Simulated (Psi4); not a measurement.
C5H9O (SMILES C[CH]CC(C)=O), doublet, geometry from GFN2-xTB; CCSD(T)/STO-3G run with Psi4.

Input for Psi4:
```
memory 2 GB

molecule {
0 2
C     2.01685383    0.80289467   -0.48140274
C     1.33415159   -0.30002265    0.22624077
C     0.18048958   -0.09743068    1.11550787
C    -0.93942580   -0.33502409    0.09699403
C    -1.41905845    0.90917696   -0.60521402
O    -1.35994096   -1.44168771   -0.14671316
H     3.09936272    0.66919323   -0.42202659
H     1.77128539    0.81785147   -1.54982399
H     1.76309763    1.77067124   -0.05271276
H     1.58722937   -1.31094778   -0.04541413
H     0.13513096    0.90710448    1.53212895
H     0.12280901   -0.85337034    1.89873004
H    -2.05478452    0.63868661   -1.44469551
H    -0.58436427    1.51025346   -0.95343809
H    -1.99830289    1.50649421    0.09820203
}

set {
  basis sto-3g
  reference uhf
  freeze_core true
  mp2_type conv
  scf_type pk
  puream true
  d_convergence 1e-8
}

energy('ccsd(t)')
print_variables()
```

Task: What does Psi4 print? Leave out banner, timings and long lists.

Result: 
```
   => Loading Basis Set <=

    Name: STO-3G
    Role: ORBITAL
    Keyword: BASIS

         ---------------------------------------------------------
                                   SCF
               by Justin Turney, Rob Parrish, Andy Simmonett
                          and Daniel G. A. Smith
                              UHF Reference
         ---------------------------------------------------------

  ==> Geometry <==

    Molecular point group: c1
    Full point group: C1

    Geometry (in Angstrom), charge = 0, multiplicity = 2:

       Center              X                  Y                   Z               Mass
    ------------   -----------------  -----------------  -----------------  -----------------
         C            2.061578127487     0.868777517814    -0.492364293863    12.000000000000
         C            1.378875887487    -0.234139802186     0.215279216137    12.000000000000
         C            0.225213877487    -0.031547832186     1.104546316137    12.000000000000
         C           -0.894701502513    -0.269141242186     0.086032476137    12.000000000000
         C           -1.374334152513     0.975059807814    -0.616175573863    12.000000000000
         O           -1.315216662513    -1.375804862186    -0.157674713863    15.994914619570
         H            3.144087017487     0.735076077814    -0.432988143863     1.007825032230
         H            1.816009687487     0.883734317814    -1.560785543863     1.007825032230
         H            1.807821927487     1.836554087814    -0.063674313863     1.007825032230
         H            1.631953667487    -1.245064932186    -0.056375683863     1.007825032230
         H            0.179855257487     0.972987327814     1.521167396137     1.007825032230
         H            0.167533307487    -0.787487492186     1.887768486137     1.007825032230
         H           -2.010060222513     0.704569457814    -1.455657063863     1.007825032230
         H           -0.539639972513     1.576136307814    -0.964399643863     1.007825032230
         H           -1.953578592513     1.572377057814     0.087240476137     1.007825032230

  Running in c1 symmetry.

  Rotational constants: A =      0.18712  B =      0.08487  C =      0.07143 [cm^-1]
  Rotational constants: A =   5609.60913  B =   2544.40604  C =   2141.49541 [MHz]
  Nuclear repulsion =  233.994993654498870

  Charge       = 0
  Multiplicity = 2
  Electrons    = 47
  Nalpha       = 24
  Nbeta        = 23

  ==> Algorithm <==

  SCF Algorithm Type is PK.
  DIIS enabled.
  MOM disabled.
  Fractional occupation disabled.
  Guess Type is SAD.
  Energy threshold   = 1.00e-08
  Density threshold  = 1.00e-08
  Integral threshold = 1.00e-12

  ==> Primary Basis <==

  Basis Set: STO-3G
    Blend: STO-3G
    Number of shells: 27
    Number of basis functions: 39
    Number of Cartesian functions: 39
    Spherical Harmonics?: true
    Max angular momentum: 1

  ==> Integral Setup <==

  Using in-core PK algorithm.
   Calculation information:
      Number of atoms:                  15
      Number of AO shells:              27
      Number of primitives:             81
      Number of atomic orbitals:        39
      Number of basis functions:        39

      Integral cutoff                 1.00e-12
      Number of threads:                 1

  Performing in-core PK
  Using 609180 doubles for integral storage.
  We computed 67481 shell quartets total.
  Whereas there are 71631 unique shell quartets.

  ==> DiskJK: Disk-Based J/K Matrices <==

    J tasked:                  Yes
    K tasked:                  Yes
    wK tasked:                  No
    Schwarz Cutoff:          1E-12

  Minimum eigenvalue in the overlap matrix is 2.0501721085E-01.
  Reciprocal condition number of the overlap matrix is 8.1127873934E-02.
    Using symmetric orthogonalization.

  ==> Pre-Iterations <==

  SCF Guess: Superposition of Atomic Densities via on-the-fly atomic UHF (no occupation information).

   -------------------------
    Irrep   Nso     Nmo
   -------------------------
     A         39      39
   -------------------------
    Total      39      39
   -------------------------

  ==> Iterations <==

                        Total Energy        Delta E     RMS |[F,P]|

   @UHF iter SAD:  -261.35706842837760   -2.61357e+02   0.00000e+00
   @UHF iter   1:  -265.85846806386633   -4.50140e+00   1.17409e-02 DIIS/ADIIS
   @UHF iter   2:  -265.96608051385863   -1.07612e-01   9.33213e-03 DIIS/ADIIS
   @UHF iter   3:  -266.03669661178697   -7.06161e-02   1.40211e-03 DIIS/ADIIS
   @UHF iter   4:  -266.04312382793410   -6.42722e-03   4.33394e-04 DIIS/ADIIS
   @UHF iter   5:  -266.04365546371230   -5.31636e-04   2.28775e-04 DIIS/ADIIS
   @UHF iter   6:  -266.04385584909539   -2.00385e-04   1.55205e-04 DIIS/ADIIS
   @UHF iter   7:  -266.04401044587871   -1.54597e-04   1.51519e-04 DIIS/ADIIS
   @UHF iter   8:  -266.04396451565930    4.59302e-05   1.48785e-04 DIIS/ADIIS
   @UHF iter   9:  -266.04347014890431    4.94367e-04   1.06286e-04 DIIS/ADIIS
   @UHF iter  10:  -266.04321870549603    2.51443e-04   6.03527e-05 DIIS
   @UHF iter  11:  -266.04319218457061    2.65209e-05   3.40525e-05 DIIS
   @UHF iter  12:  -266.04319476284411   -2.57827e-06   1.85324e-05 DIIS
   @UHF iter  13:  -266.04319743612098   -2.67328e-06   9.24566e-06 DIIS
   @UHF iter  14:  -266.04319816890313   -7.32782e-07   4.56164e-06 DIIS
   @UHF iter  15:  -266.04319823020802   -6.13049e-08   1.53726e-06 DIIS
   @UHF iter  16:  -266.04319823859356   -8.38554e-09   5.67269e-07 DIIS
   @UHF iter  17:  -266.04319824007820   -1.48464e-09   2.47024e-07 DIIS
   @UHF iter  18:  -266.04319824035940   -2.81204e-10   1.05774e-07 DIIS
   @UHF iter  19:  -266.04319824040959   -5.01927e-11   3.95006e-08 DIIS
   @UHF iter  20:  -266.04319824041818   -8.58336e-12   1.56490e-08 DIIS
   @UHF iter  21:  -266.04319824041818    0.00000e+00   6.71533e-09 DIIS
  Energy and wave function converged.

  ==> Post-Iterations <==

[...]
  @UHF Final Energy:  -266.04319824041818
    Total Energy =                       -266.0431982404181781
[...]
     8        -0.381830587131264    5.281e-04    0.019346    0.000000    0.000000    0.000000
     9        -0.381828014112575    3.199e-04    0.019358    0.000000    0.000000    0.000000
    10        -0.381827023928327    1.479e-04    0.019358    0.000000    0.000000    0.000000
    11        -0.381827977567992    5.882e-05    0.019354    0.000000    0.000000    0.000000
    12        -0.381831213088338    2.621e-05    0.019353    0.000000    0.000000    0.000000
    13        -0.381832586221955    1.392e-05    0.019353    0.000000    0.000000    0.000000
    14        -0.381833450947091    8.947e-06    0.019353    0.000000    0.000000    0.000000
    15        -0.381833447429995    4.820e-06    0.019353    0.000000    0.000000    0.000000
    16        -0.381833202194179    2.339e-06    0.019353    0.000000    0.000000    0.000000
    17        -0.381833128423411    1.163e-06    0.019354    0.000000    0.000000    0.000000
    18        -0.381833130650180    5.369e-07    0.019354    0.000000    0.000000    0.000000
    19        -0.381833145988372    3.468e-07    0.019354    0.000000    0.000000    0.000000
    20        -0.381833157556415    2.400e-07    0.019354    0.000000    0.000000    0.000000
    21        -0.381833156785382    1.282e-07    0.019354    0.000000    0.000000    0.000000
    22        -0.381833156972479    7.120e-08    0.019354    0.000000    0.000000    0.000000

    Iterations converged.

    Largest TIA Amplitudes:
             16   0         0.0233959184
             15   0        -0.0193322301
             17   0         0.0166732401
             16  11         0.0143279429
             16   2        -0.0124353690
             16   5        -0.0102851892
             17  11        -0.0100313708
             16  13        -0.0077033599
             16  10        -0.0068880243
             17   7        -0.0066213409

    Largest Tia Amplitudes:
             15   0         0.0645303821
             15   1         0.0437909268
             16   0         0.0279594772
             16   1        -0.0254518259
             13   0        -0.0179436103
             16  12         0.0175292634
              8   0         0.0133912468
             13   1        -0.0131009255
              7   0        -0.0129595499
             10   1        -0.0127830206

    Largest TIJAB Amplitudes:
     15  13  14   0        -0.0143736934
     15  12  14   0        -0.0132933753
     16  15  11   0        -0.0105920849
     15  11  14   0         0.0093624993
     15   0  14   0         0.0088374621
     16  15  13   0         0.0073385886
     17  16  11   0        -0.0073009558
     16  15   5   0         0.0070236441
     16  15   4   0         0.0069374708
     15  13   4   0         0.0068024836

    Largest Tijab Amplitudes:
     16  15  12   0        -0.0133272128
     15  12  15   0         0.0122215959
     15  13  15   0        -0.0106630420
     15  12  15   1         0.0095453068
     15  11  15   0         0.0087662282
     16  15   1   0         0.0085759704
     16  15   3   0         0.0084269603
     15  13  15   1        -0.0083466653
     16  15   4   0         0.0080312459
     15   0  15   0         0.0075300662

    Largest TIjAb Amplitudes:
     15  15   0   0        -0.1142620710
     15  15   0   1        -0.0838696281
     16  15   0   0         0.0526123290
     16  15   0   1         0.0379725395
     15  13   0   0         0.0362409906
     17  15   0   0         0.0355226392
     15   8   0   0        -0.0264870242
      8  15   0   0        -0.0264670994
     13  15   0   0         0.0249776119
     17   4   3   1         0.0248535205

    SCF energy       (wfn)                    = -266.043198240418178
    Reference energy (file100)                = -266.043198240416473

    Opposite-spin MP2 correlation energy      =   -0.254235372289063
    Same-spin MP2 correlation energy          =   -0.043386787698728
    Singles MP2 correlation energy            =   -0.000000000000000
    MP2 correlation energy                    =   -0.297622159987790
      * MP2 total energy                      = -266.340820400404255

    Opposite-spin CCSD correlation energy     =   -0.345583851166717
    Same-spin CCSD correlation energy         =   -0.036249305805762
    Singles CCSD correlation energy           =   -0.000000000000000
    CCSD correlation energy                   =   -0.381833156972479
      * CCSD total energy                     = -266.425031397388977

            **************************
            *                        *
            *        CCTRIPLES       *
            *                        *
            **************************

    Wave function   =    CCSD_T
    Reference wfn   =      UHF

    Nuclear Rep. energy (wfn)                =  233.994993654498870
    SCF energy          (wfn)                = -266.043198240418178
    Reference energy    (file100)            = -266.043198240416473
    CCSD energy         (file100)            =   -0.381833156972479
    Total CCSD energy   (file100)            = -266.425031397388977

    Number of ijk index combinations:
    Spin Case AAA:                                 816
    Spin Case BBB:                                 680
    Spin Case AAB:                                2601
    Spin Case ABB:                                2448
    AAA (T) energy                             =   -0.000101634719355
    BBB (T) energy                             =   -0.000093602882817
    AAB (T) energy                             =   -0.002478147352980
    ABB (T) energy                             =   -0.002308866063346
    (T) energy                                   =   -0.004982251018499
      * CCSD(T) total energy                     = -266.430013648407453

  Variable Map:
  ----------------------------------------------------------------------------
[...]
  Array Variable Map:
  ----------------------------------------------------------------------------
[...]
[...]
```
